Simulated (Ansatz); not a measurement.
Consider the ligand exchange at a W–O bond: `C[O][W]([OH])([OH])([Cl])([Cl])[O]C` + H–F → `C[O][W]([OH])([F])([Cl])([Cl])[O]C` + H₂O.

Calculated with Ansatz (gas phase, PBE0-D4/def2-TZVP geometries, no zero-point term in ΔE). CBS: MP2 limit from def2 TZ/QZ plus the TZ coupled-cluster correction, frozen cores. This one scheme is used for every species. Functionals use def2-TZVPP. Elements past krypton have def2 core potentials. For W outer-core shells are correlated without core-valence functions, which leaves a few kJ/mol of doubt a bond. One conformer a species, not always the lowest.

CCSD(T)/CBS gives -4.1 kcal/mol.

(1) Another level gave -7.6 kcal/mol. Which?
A. CCSD(T)/def2-TZVPP
B. LDA (SPW92)/def2-TZVPP
C. CAM-B3LYP/def2-TZVPP
D. BHLYP-D4/def2-TZVPP

Largest T1 diagnostic among the species: 0.021, so the coupled-cluster value is less sure than usual.

## Answers

(1) C. CAM-B3LYP -7.6, BHLYP-D4 -6.2, CCSD(T)/def2-TZVPP -4.2, LDA (SPW92) -5.2 kcal/mol.

From BLYP to BHLYP (50 % exact exchange), in def2-TZVPP and without D4, ΔE moves by +1.4 kcal/mol. The D4 term adds +1.6 kcal/mol with B3LYP and +0.8 kcal/mol with PBE0; it sums over pairs of atoms, weighted by their polarisabilities, and B3LYP, whose exchange is more repulsive, gets the larger term.

CCSD(T)/CBS has its own doubt, a few kJ/mol and more with outer-core shells, so smaller differences from it don't rank the levels.

B3LYP here is the variant with VWN-RPA as its local correlation; programs differ in this.
